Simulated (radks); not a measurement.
Effect of the nuclear size on neutral fluorine, [He] 2s2 2p5. All-electron calculation, Dirac Kohn-Sham, exchange-only LDA, spin-unpolarised, spherical densities, finite nucleus; open shells fill j = l - 1/2 first; Fermi nuclear charge, rms radius 2.8976 fm. Program: a radial shooting solver on a logarithmic mesh with Libxc functionals. The rms radius is varied about that value; shifts are against it.

rms radius (fm),total energy shift (eV),density at nucleus (e/bohr^3),1s1/2 shift (meV)
2.4919,-0.000184,459.2,-0.075
2.6774,-0.000103,459,-0.042
2.8976,0,458.8,0.000
3.1816,0.000145,458.5,0.059
3.5669,0.000363,458.2,0.147

Slopes of the eigenvalues against <r^2> in GHz/fm^2, as finite differences over the two radii next to the reference (eigenvalue slopes, not the field-shift constants of lines): 1s1/2 8.24.
